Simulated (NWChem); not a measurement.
# C3H9Si, doublet; SMILES C[Si](C)C

Program: NWChem. Pople sets run with spherical d functions. Spin-unrestricted. Medium grid unless said otherwise, to which SCAN and Minnesota functionals are sensitive. In the optimisation the excess spin sits in a (C3, its own frame). Structure relaxed at the PBE-D3(BJ)/def2-SVP, spin-unrestricted level. Not confirmed as a minimum by frequencies. No stability test was run on the SCF state. Total energies of different functionals are on different scales.

```
level                                                             energy (Ha)  highest occupied level (eV)  lowest empty minus highest occupied level, either spin (eV)  dipole (D)   <S²>
----------------------------------------------------------------  -----------  ---------------------------  -----------------------------------------------------------  ----------  -----
B3LYP/6-31G*                                                        -409.2060                        -4.81                                                         3.08        0.66  0.751
PBE/6-31G*                                                          -408.8498                        -3.96                                                          ___        0.80  0.752
revPBE/6-31G*                                                       -409.0835                        -3.97                                                         1.88        0.76  0.752
LC-wPBE (HJS exchange hole, range parameter 0.4 per bohr)/6-31G*    -408.9935                        -7.78                                                         8.71        0.63  0.752
LC-BLYP (range parameter 0.33 per bohr)/6-31G*                      -408.5781                        -7.17                                                         7.61        0.70  0.751
SCAN/6-31G*                                                         -409.1302                        -4.37                                                         2.51        0.70  0.752
BHandHLYP/6-31G*                                                    -409.0990                        -6.06                                                         5.46        0.55  0.751
B97-D/6-31G*                                                        -409.0895                        -3.91                                                         1.10        0.69  0.753
```

### Question
Some entries are withheld; supply them.

### Answer

- PBE/6-31G*, lowest empty minus highest occupied level, either spin (eV): 1.75
